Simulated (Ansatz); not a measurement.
Isolated molecules relaxed with PBE0-D4/def2-TZVP in Ansatz; ΔE leaves out vibrations. CBS: MP2 limit from def2 TZ/QZ plus the TZ coupled-cluster correction, frozen cores. DFT in def2-TZVPP. HSE06 is defined as in plane-wave codes. For Ge, Se outer-core shells are correlated without core-valence functions, which leaves a few kJ/mol of doubt a bond. Scalar relativity is left out up to krypton. Each species was taken in one conformer, which may not be the lowest.

Reaction (ligand exchange at a B–Se bond): `B[Se]C` + `O=[C](O)[GeH3]` → `BO[C](=O)[GeH3]` + `C[SeH]`

Q: Is it downhill or uphill in electronic energy at CCSD(T)/CBS, and by how much? (Best estimate.)

A: Computed: Downhill: ΔE = -5.7 kJ/mol.

Q: What do these levels give: PBE0-D4, HSE06-D4, CAM-B3LYP-D4, r2SCAN, PBE0, RPA@PBE/def2-TZVPP? (An estimate is asked.)

A: Ansatz gave: PBE0-D4 1.7, HSE06-D4 2.0, CAM-B3LYP-D4 -16.4, r2SCAN 0.4, PBE0 1.6, RPA@PBE/def2-TZVPP -9.9 kJ/mol.

Q: What do rigid-rotor, harmonic-oscillator terms from PBE0-D4/def2-TZVP frequencies (298.15 K, 1 bar) make of the CCSD(T)/CBS value? (Best estimate.)

A: The calculation gave: ΔZPE = -7.6 kJ/mol, ΔH = -12.4 kJ/mol, ΔS = -8 J/(mol·K), ΔG = -10.1 kJ/mol. Modes under 50 cm⁻¹ make the entropy rough.

Largest T1 diagnostic among the species: 0.015.

From PBE to PBE0 (25 % exact exchange), in def2-TZVPP and without D4, ΔE moves by −5.2 kJ/mol. In def2-TZVPP, CCSD(T) changes the Hartree–Fock value by +21.8 kJ/mol (the triples alone add +3.8 kJ/mol) and MP2 by +25.7 kJ/mol. At CCSD(T), def2-SVP lies −14.4 kJ/mol from the extrapolated value and def2-TZVPP −2.1 kJ/mol.
